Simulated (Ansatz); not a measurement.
Consider the hydrogenolysis of the Si–Si bond: `N[SiH](F)[SiH2][SiH3]` + H₂ → `N[SiH2]F` + disilane.

Isolated molecules relaxed with PBE0-D4/def2-TZVP in Ansatz; ΔE leaves out vibrations. CBS: MP2 limit from def2 TZ/QZ plus the TZ coupled-cluster correction, frozen cores. This one scheme is used for every species. DFT in def2-TZVPP. One conformer a species, not always the lowest.

(1) Is it downhill or uphill in electronic energy at CCSD(T)/CBS, and by how much? (Estimate.)

(2) What do these levels give: PBE-D4, PBE0-D4, r2SCAN, PBE0, CCSD(T)/def2-TZVPP, CCSD/CBS(def2)? (Best estimate.)

Largest T1 diagnostic among the species: 0.013.

Results:

(1) Computed: Downhill: ΔE = -0.24 eV.

(2) The calculation gave: PBE-D4 -0.06, PBE0-D4 -0.14, r2SCAN -0.19, PBE0 -0.22, CCSD(T)/def2-TZVPP -0.27, CCSD/CBS(def2) -0.30 eV.

In def2-TZVPP, CCSD(T) changes the Hartree–Fock value by +0.34 eV (the triples alone add +0.06 eV) and MP2 by +0.34 eV. The D4 term adds +0.15 eV with B3LYP and +0.09 eV with PBE0; it sums over pairs of atoms, weighted by their polarisabilities, and B3LYP, whose exchange is more repulsive, gets the larger term.

B3LYP here is the variant with VWN-RPA as its local correlation; programs differ in this.
